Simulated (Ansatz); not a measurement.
CH3FSi, SMILES `F[C][SiH3]` (lower triplet) (charge 0, multiplicity 3). This triplet lies 0.15 eV below the relaxed singlet at the level frozen-core CCSD(T)/cc-pVTZ // PBE0-D3(BJ)/def2-TZVP (Ansatz, a program for electronic structure).

Cartesian coordinates (Å):
SMILES: F[C][SiH3]
```xyz
6

F      2.3385     0.0653     0.1427
C      1.2275    -0.1870    -0.4946
Si    -0.5379    -0.0001     0.0053
H     -0.8513    -0.8358     1.1968
H     -1.3146    -0.4613    -1.1672
H     -0.8621     1.4190     0.3169
```
Charge 0, spin multiplicity 3.

Frozen-core energies in 6-31g from Ansatz at a geometry from PBE0-D3(BJ)/def2-TZVP; the HF reference has <S^2> = 2.02 and the T1 diagnostic is 0.017.

| level | energy (Ha) | difference from CCSDT(Q) (mHa) |
|---|---|---|
| HF | -427.76278 | 257.49 |
| MP2 | -427.98681 | 33.46 |
| CCSD | -428.01435 | 5.92 |
| CCSD(T) | -428.01892 | 1.35 |
| CCSDT | -428.01983 | 0.44 |
| CCSDT(Q) | -428.02027 | 0.00 |
